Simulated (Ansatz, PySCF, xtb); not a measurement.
Complex: CH4 (SMILES C) (first 5 atoms) with H2 (SMILES [H][H]); geometry from B3LYP-D3(BJ)/def2-TZVP, rigid monomers moved along the line of their centres of mass till C1···H7 is 2.79 Å.
(charge 0, multiplicity 1):
```xyz
7

C     -0.0199     0.0148    -0.1340
H     -0.0440     0.0299    -1.2229
H     -1.0370    -0.0517     0.2502
H      0.5537    -0.8472     0.2041
H      0.4477     0.9285     0.2309
H      0.0515    -0.0378     3.3979
H      0.0355    -0.0271     2.6542
```

Interaction energies are E(AB) − E(A) − E(B) at the monomers' geometry in the complex; basis-set methods are counterpoise corrected. Rows marked so take none.

Rows in 6-31G* carry no dispersion term and start afresh at each structure (6-31G* with six Cartesian d functions).

Programs: Ansatz (a first-principles code); PySCF for 6-31G* rows, the dispersion terms; xtb for the GFN methods. Each number belongs to the level named beside it.

### Question
One of these levels gives -0.38 kcal/mol for the interaction energy. Which?
(A) GFN-FF
(B) PBE-D3(BJ)/def2-TZVPPD
(C) BP86/6-31G* (no counterpoise)

### Answer
B, PBE-D3(BJ)/def2-TZVPPD. The others give -0.03 (GFN-FF), 0.59 (BP86/6-31G* (no counterpoise))
